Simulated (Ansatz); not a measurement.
Consider the isomerisation: `C/C([SiH3])=C(/O)F` → `C=C(F)O[SiH2]C`.

Program: Ansatz. Geometries: PBE0-D4/def2-TZVP. ΔE: electronic, gas phase. CBS: MP2 limit from def2 TZ/QZ plus the TZ coupled-cluster correction, frozen cores. DFT in def2-TZVPP. Each species was taken in one conformer, which may not be the lowest.

Question: Is it downhill or uphill in electronic energy at CCSD(T)/CBS, and by how much? (An estimate is asked.)

Answer: Ansatz gave: Downhill: ΔE = -1.30 eV.

Question: What do these levels give: ωB97X-V, ωB97M-V, PBE, r2SCAN, MP2/def2-TZVPP, HF/def2-QZVPP? (An estimate is asked.)

Answer: The calculation gave: ωB97X-V -1.28, ωB97M-V -1.30, PBE -1.14, r2SCAN -1.27, MP2/def2-TZVPP -1.28, HF/def2-QZVPP -1.51 eV.

Largest T1 diagnostic among the species: 0.012.

The D4 term adds +0.03 eV with B3LYP and +0.02 eV with PBE0; it sums over pairs of atoms, weighted by their polarisabilities, and B3LYP, whose exchange is more repulsive, gets the larger term. In def2-TZVPP, CCSD(T) changes the Hartree–Fock value by +0.22 eV (the triples alone add +0.04 eV) and MP2 by +0.22 eV. From PBE to PBE0 (25 % exact exchange), in def2-TZVPP and without D4, ΔE moves by −0.05 eV.

B3LYP here is the variant with VWN-RPA as its local correlation; programs differ in this.
